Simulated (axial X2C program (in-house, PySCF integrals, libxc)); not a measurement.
# Curves of PdBr from open-shell CI on d9 s0 p(π)0

Calculated with an in-house all-electron X2C program for linear molecules (integrals from PySCF): two-component X2C with atomic mean-field Coulomb and Gaunt terms, basis Pd dyall-v3z, Br dyall-v3z (cores contracted in-house). Orbitals come from Hartree–Fock averaged over the configuration Pd d9 s0 p(π)0; CI then distributes these electrons over the d, s, p(π) shells of Pd.

Scan along the bond; masses Pd 105.903 u, Br 78.918 u. Energies in cm⁻¹ from the lowest point; levels are followed by energy order within each Ω. Lowest level at 2.510 Å: 100% d9.

```csv
R (Å),(1)Ω=1/2,(1)Ω=3/2,(1)Ω=5/2,(2)Ω=1/2,(2)Ω=3/2
2.334,1102,2478,3272,5105,6492
2.422,193,1514,2277,4169,5496
2.510,0,1241,1991,3927,5208
2.610,391,1526,2268,4251,5484
2.711,1232,2257,2990,5022,6205
2.824,2506,3414,4133,6226,7349
2.962,4329,5107,5802,7976,9020
```

Task: Fit the curves (1)Ω=1/2, (1)Ω=3/2, (1)Ω=5/2, (2)Ω=1/2, (2)Ω=3/2 near their minima.

Result: From the open-shell CI curves, Te from the lowest:

| level | Te (cm⁻¹) | Re (Å) | ωe (cm⁻¹) |
| --- | --- | --- | --- |
| (1)Ω=1/2 | 0 | 2.494 | 227.5 |
| (1)Ω=3/2 | 1249 | 2.509 | 218.3 |
| (1)Ω=5/2 | 1999 | 2.511 | 218.9 |
| (2)Ω=1/2 | 3934 | 2.504 | 221.2 |
| (2)Ω=3/2 | 5216 | 2.511 | 218.8 |

Without dynamic correlation distances can be off by several hundredths of an Å (long for ionic bonds, short for multiple bonds) and the wavenumbers are rough.

There is no dynamic correlation: spin–orbit spacings and, for f shells, spacings inside one term are the most reliable numbers, splittings between terms come out too wide, and energies between configurations are not reliable, so the lowest level need not be the ground state of the molecule. For d shells the ligand-field splittings (σ, π, δ) and their order can be off by a thousand cm⁻¹ or more. At most 4 roots were kept for each Ω > 0 (twice that for Ω = 0) within 3.2 eV of the lowest, so higher up levels can be missing between those listed; levels with Ω > 0 are doubly degenerate and listed once, Ω = 0 levels singly. States that fill the shells left empty in the average are placed too high.
